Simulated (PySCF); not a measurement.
Start geometry of `n1oc(C#N)nc1O[SiH2]Cl` from GFN2-xTB (Å):
```
atom  x, y, z in Å
N1    -4.1454    0.5800    0.5797
C2    -3.1263    0.1391    0.5371
C3    -1.8447   -0.4186    0.4801
N4    -0.6705    0.2338    0.3410
C5     0.2192   -0.7767    0.3452
O6     1.4887   -0.5581    0.2308
Si7    2.2405    0.9070    0.0181
Cl8    4.1359    0.3385   -0.1192
N9    -0.3157   -1.9534    0.5195
O10   -1.6436   -1.7400    0.5973
H11    1.7235    1.4917   -1.2083
H12    1.9780    1.7285    1.1990
```

Problem. What comes out of this run: PBE0-D3(BJ)/def2-SVP geometry optimisation, gas phase in PySCF?

Solution. 
```
atom  x, y, z in Å
N1    -4.1793    0.3898    0.7135
C2    -3.0961   -0.0121    0.6503
C3    -1.7603   -0.5004    0.5672
N4    -0.6732    0.1770    0.3676
C5     0.2716   -0.8106    0.3814
O6     1.5479   -0.5656    0.2125
Si7    2.1405    1.0055   -0.0841
Cl8    4.1479    0.7402   -0.3431
N9    -0.2060   -2.0170    0.5777
O10   -1.5499   -1.8057    0.7009
H11    1.5354    1.5231   -1.3318
H12    1.8963    1.8485    1.1079
```

The energy falls by 38.5 kJ/mol over 15 energy and gradient evaluations, the largest force component goes from 0.1225 to 3.0e-04 Eh/bohr, and the atoms move by 0.074 Å rms after alignment. The bond that changes most is Si7–Cl8 (chlorine-bound silicon to silicon-bound chlorine), which lengthens by 0.058 Å. Bonds longer at the end by more than 0.005 Å: 10 of 12; shorter: 2. Among the angles that change most is C5–O6–Si7, from 127.2° to 122.2°. Rotational constants go from 3647, 412.4, 372.1 to 3488, 405.6, 365.0 MHz. The orientation of the end geometry is arbitrary; only internal coordinates are fixed.

The run used 158 basis functions and 111 SCF cycles in all.

Whether it is a minimum is left open (no frequencies). The numbers are those of one conformer.
